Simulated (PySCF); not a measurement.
**Energy of Nb⁺ (niobium, charge +1) between two integer charges**

The 4d alpha orbital of [Kr] 4d4 is emptied in steps (occupation f), with all orbitals relaxed, ending at [Kr] 4d3. Calculation: PySCF 2.14, in def2-TZVP with the def2 core potential (28 electrons) (6s4p3d1f, 40 functions); scalar relativity through the core potential. The exact energy is a straight line in f; departures are measured from the line between the end points of the same method.

```json
{"f": "1", "BHandHLYP (eV)": "0.000", "wB97X (eV)": "0.000", "BLYP (eV)": "0.000"}
{"f": "0.75", "BHandHLYP (eV)": "-0.359", "wB97X (eV)": "-0.154", "BLYP (eV)": "-0.892"}
{"f": "0.5", "BHandHLYP (eV)": "-0.486", "wB97X (eV)": "-0.206", "BLYP (eV)": "-1.190"}
{"f": "0.25", "BHandHLYP (eV)": "-0.369", "wB97X (eV)": "-0.152", "BLYP (eV)": "-0.900"}
{"f": "0", "BHandHLYP (eV)": "0.000", "wB97X (eV)": "0.000", "BLYP (eV)": "0.000"}
```

```csv
method,E(f=0) − E(f=1) (eV),−ε at f=1 (eV),−ε at f=0.5 (eV)
BHandHLYP,13.897,12.020,13.871
wB97X,13.836,13.055,13.840
BLYP,14.194,9.562,14.155
```

Orbital energy along the path (eV):

```csv
f,BHandHLYP,wB97X,BLYP
1,-12.020,-13.055,-9.562
0.75,-12.916,-13.416,-11.918
0.5,-13.871,-13.840,-14.155
0.25,-14.862,-14.257,-16.563
0,-15.898,-14.626,-19.039
```

Reference removal energy between the ground levels: 14.32 eV (semi-empirical (NIST evaluation); NIST Atomic Spectra Database, ionization energies). The calculation has no spin-orbit coupling. The determinant left behind need not be the lowest term of the ion.
